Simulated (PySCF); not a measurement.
## La (lanthanum, neutral) across methods

[Xe] 4f1 5d1 6s1, one real determinant (an excited configuration). Computed with PySCF 2.14 in cc-pVDZ-X2C (8s7p5d3f1g, 84 functions), with the spin-free X2C one-electron Hamiltonian (Gaussian nucleus).

```json
{"method": "r2SCAN", "E (hartree)": "-8492.41", "mean ε 6s α (eV)": "-3.095", "mean ε 5d α (eV)": "-2.064", "mean ε 4f α (eV)": "1.016", "Σ⟨r²⟩ (bohr²)": "86.91", "⟨S²⟩": "3.752"}
{"method": "PBE0", "E (hartree)": "-8492.05", "mean ε 6s α (eV)": "-3.464", "mean ε 5d α (eV)": "-2.548", "mean ε 4f α (eV)": "-0.146", "Σ⟨r²⟩ (bohr²)": "86.80", "⟨S²⟩": "3.751"}
{"method": "LDA", "E (hartree)": "-8485.21", "mean ε 6s α (eV)": "-3.253", "mean ε 5d α (eV)": "-1.859", "mean ε 4f α (eV)": "1.126", "Σ⟨r²⟩ (bohr²)": "86.32", "⟨S²⟩": "3.750"}
{"method": "UHF", "E (hartree)": "-8489.14160", "mean ε 6s α (eV)": "-4.370", "mean ε 5d α (eV)": "-4.033", "mean ε 4f α (eV)": "-4.611", "Σ⟨r²⟩ (bohr²)": "90.02", "⟨S²⟩": "3.755"}
{"method": "PBE", "E (hartree)": "-8492.00", "mean ε 6s α (eV)": "-3.086", "mean ε 5d α (eV)": "-1.927", "mean ε 4f α (eV)": "1.103", "Σ⟨r²⟩ (bohr²)": "87.03", "⟨S²⟩": "3.751"}
```

⟨L²⟩ = 18.01 against 30 for a pure H term, so this real determinant mixes terms. Spin-orbit coupling, absent here, splits the open shell strongly.

The highest occupied level is positive at r2SCAN, LDA, PBE: only the finite basis holds that electron, which in a density functional comes from self-interaction.
